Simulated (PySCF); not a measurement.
SMILES CB(C)[NH][GeH3] (C2H10BGeN) (GFN2-xTB optimised geometry):

```
15

Ge    -0.108    -2.057    -0.010
N     -0.740    -0.344     0.003
B     -0.059     0.882     0.000
C     -0.870     2.248     0.000
C      1.524     0.882     0.000
H      0.777    -2.305     1.172
H     -1.318    -2.937     0.058
H      0.655    -2.334    -1.269
H     -1.750    -0.290     0.015
H     -0.492     2.937     0.753
H     -0.759     2.753    -0.958
H     -1.937     2.120     0.175
H      1.906     1.203     0.969
H      1.932    -0.111    -0.198
H      1.937     1.568    -0.737
```

Level of theory: CAM-B3LYP/def2-TZVP in PySCF.

Problem. What are the frontier orbital energies and the dipole moment?

Solution. HOMO-2 -10.86 eV, HOMO-1 -9.70 eV, HOMO -9.27 eV, LUMO 1.30 eV, LUMO+1 1.89 eV; dipole moment 0.92 D.

On the same geometry PBE/def2-TZVP (PySCF) gives HOMO-2 -8.02 eV, HOMO-1 -6.91 eV, HOMO -6.59 eV, LUMO -0.31 eV, LUMO+1 -0.20 eV; dipole moment 0.92 D.

Meta-Löwdin charges at CAM-B3LYP/def2-TZVP: Ge1 0.52, N2 -0.51, B3 0.22, C4 -0.46, C5 -0.46, H6 -0.08, H7 -0.07, H8 -0.08, H9 0.23, H10 0.12, H11 0.12, H12 0.10, H13 0.13, H14 0.10, H15 0.12.
